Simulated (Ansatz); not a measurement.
```yaml
crystal:
  periodic: [false, false, false]
  atoms:
    - {symbol: In, position_ang: [-2.447707, -1.408067, -1.689965]}
    - {symbol: Sb, position_ang: [-2.171606, -1.255024, 1.285396]}
    - {symbol: In, position_ang: [2.465213, -1.465186, -1.707689]}
    - {symbol: Sb, position_ang: [0.056334, 0.013394, -2.236197]}
    - {symbol: Sb, position_ang: [2.168292, -1.229722, 1.273351]}
    - {symbol: In, position_ang: [0.011908, -0.001203, 2.649463]}
    - {symbol: In, position_ang: [0.033665, 2.774193, -1.680591]}
    - {symbol: Sb, position_ang: [-0.026022, 2.495917, 1.253866]}
    - {symbol: H, position_ang: [-2.312660, -3.083590, -1.984403]}
    - {symbol: H, position_ang: [-3.760548, -0.413661, -1.933749]}
    - {symbol: H, position_ang: [-2.299298, -2.742107, 2.048011]}
    - {symbol: H, position_ang: [-3.532819, -0.553401, 2.045672]}
    - {symbol: H, position_ang: [2.184377, -3.108651, -1.982206]}
    - {symbol: H, position_ang: [3.830416, -0.451689, -1.983866]}
    - {symbol: H, position_ang: [0.022409, -0.054807, -3.932386]}
    - {symbol: H, position_ang: [2.333073, -2.748198, 2.078270]}
    - {symbol: H, position_ang: [3.546433, -0.533806, 1.980919]}
    - {symbol: H, position_ang: [-0.013415, 0.022871, 4.402662]}
    - {symbol: H, position_ang: [-1.462041, 3.491108, -1.944701]}
    - {symbol: H, position_ang: [1.556960, 3.498486, -1.990247]}
    - {symbol: H, position_ang: [-1.269118, 3.371295, 1.990856]}
    - {symbol: H, position_ang: [1.200648, 3.438997, 2.017534]}
basis:
  gaussian: {orbitals: def2-SVP}
total_charge: 1
magnetization: {spin_polarized: false, initial_magnetization: 1}
hamiltonian: {xc: {name: rPW86-PBE}}
output: {forces: true}
```

```sh
$ ansatz run in.yaml --threads 2 --pin off --events-out ev --progress --plain --max-ram 32768MiB --backend cuda --devices 0, --max-vram 18GiB
```

It prints (some lines left out):

```
Functional definition: rPW86-PBE
3340 factors; their error is unknown
mean field evaluation 1: about -47110.2334 eV, gradient 3.3e1 eV
mean field evaluation 2: about -47105.1033 eV, gradient 4.6e1 eV
mean field evaluation 4: about -47113.6151 eV, gradient 1.4e1 eV
mean field evaluation 8: about -47114.7134 eV, gradient 4.9e0 eV
mean field evaluation 16: about -47114.8500 eV, gradient 2.7e0 eV
mean field evaluation 32: about -47114.8761 eV, gradient 4.6e-5 eV
mean field evaluation 64: about -46914.5883 eV, gradient 2.6e2 eV
mean field evaluation 96: about -47114.6388 eV, gradient 4.1e0 eV
mean field evaluation 128: about -47114.7192 eV, gradient 2.0e0 eV
mean field evaluation 160: about -47104.9311 eV, gradient 1.3e1 eV
mean field -47114.87606890 eV, -1731.4397599222 hartree, gradient 9.2e-6 eV, S^2 0.750000; 12 other end points of the search recorded, 0 dependent functions left out
reference -47114.87631215 eV, -1731.4397688614 hartree; 95, 94 occupied and 183, 184 virtual orbitals, 3340 factors
Total energy: -47114.87631215 eV, -1731.4397688614 hartree
Atom 0 at    -2.447707    -1.408067    -1.689965 Å, force     0.105434    -0.694662     0.318801 eV/Å
Atom 1 at    -2.171606    -1.255024     1.285396 Å, force    -0.355090     0.209011    -0.581987 eV/Å
Atom 2 at     2.465213    -1.465186    -1.707689 Å, force     0.345107    -0.198065     0.240175 eV/Å
Atom 3 at     0.056334     0.013394    -2.236197 Å, force     0.062984     0.037834    -0.201744 eV/Å
Atom 4 at     2.168292    -1.229722     1.273351 Å, force     0.240859    -0.621797    -0.200934 eV/Å
Atom 5 at     0.011908    -0.001203     2.649463 Å, force     0.065267     0.205567     0.832209 eV/Å
Atom 6 at     0.033665     2.774193    -1.680591 Å, force     0.066955     0.344261     0.000115 eV/Å
Atom 7 at    -0.026022     2.495917     1.253866 Å, force     0.342591     0.283370     0.095448 eV/Å
Atom 8 at    -2.312660    -3.083590    -1.984403 Å, force     0.337365    -0.350353    -0.048940 eV/Å
Atom 9 at    -3.760548    -0.413661    -1.933749 Å, force    -0.551815     0.879278    -0.135753 eV/Å
Atom 10 at    -2.299298    -2.742107     2.048011 Å, force     0.009296    -0.571199     0.317357 eV/Å
Atom 11 at    -3.532819    -0.553401     2.045672 Å, force    -0.076859     0.103854     0.083691 eV/Å
Atom 12 at     2.184377    -3.108651    -1.982206 Å, force    -0.160658    -0.511319    -0.088517 eV/Å
Atom 13 at     3.830416    -0.451689    -1.983866 Å, force     0.024071     0.311131    -0.030412 eV/Å
Atom 14 at     0.022409    -0.054807    -3.932386 Å, force    -0.053557     0.029713    -0.398475 eV/Å
Atom 15 at     2.333073    -2.748198     2.078270 Å, force    -0.012971     0.055429    -0.073990 eV/Å
Atom 16 at     3.546433    -0.533806     1.980919 Å, force     0.214895     0.186372     0.170616 eV/Å
Atom 17 at    -0.013415     0.022871     4.402662 Å, force     0.036303    -0.007595    -0.160988 eV/Å
Atom 18 at    -1.462041     3.491108    -1.944701 Å, force    -0.699558     0.241315    -0.195202 eV/Å
Atom 19 at     1.556960     3.498486    -1.990247 Å, force     0.428118     0.005058     0.001470 eV/Å
Atom 20 at    -1.269118     3.371295     1.990856 Å, force    -0.411104     0.200314     0.080893 eV/Å
Atom 21 at     1.200648     3.438997     2.017534 Å, force     0.042366    -0.137517    -0.023832 eV/Å
Dipole moment:    -0.098978    -0.199195     0.132512 e Å
```

Hardware: 2 threads of AMD EPYC 7R13 on a shared host and a share (18 GiB) of an NVIDIA H100 80GB HBM3. Wall time 37 s, peak host memory 1.5 GiB.

In the def2 sets In, Sb take a core potential; there is no spin–orbit coupling.

With spin_polarized false and unpaired electrons the run is restricted open-shell.

The dipole of an ion depends on the origin.
